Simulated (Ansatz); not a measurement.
# Worked example: Si(CH3)2(SiH3)Cl → Si(CH3)2Cl + SiH3

Species: Si(CH3)2(SiH3)Cl, singlet; Si(CH3)2Cl, doublet; SiH3 (silyl radical) `[SiH3]`, doublet. 

Shapes, held fixed at every level: PBE0-D4/def2-TZVP. Programs: Ansatz 0.2.0. Electronic energies: no zero-point or thermal term.

At CCSD(T)/CBS estimate; 1 Eh = 2625.50 kJ/mol:

| species | energy (Eh) |
| --- | --- |
| Si(CH3)2(SiH3)Cl | -1119.535551 |
| Si(CH3)2Cl | -828.598863 |
| SiH3 | -290.808079 |

**Question.** Work out ΔE of the reaction at this level.

**Answer.** 
1. Products less reactants: (-828.598863) + (-290.808079) − [(-1119.535551)] = 0.128609 Eh = +337.7 kJ/mol.

Other levels give +237.4 (HF/def2-TZVPP) to +341.3 kJ/mol (wB97X-V/def2-TZVPP). No measured value is set beside it here. Open shells run unrestricted unless RO is named. The CBS estimate extrapolates MP2 from def2-TZVPP and def2-QZVPP and adds CCSD(T) − MP2 in the triple-zeta set, cores frozen.
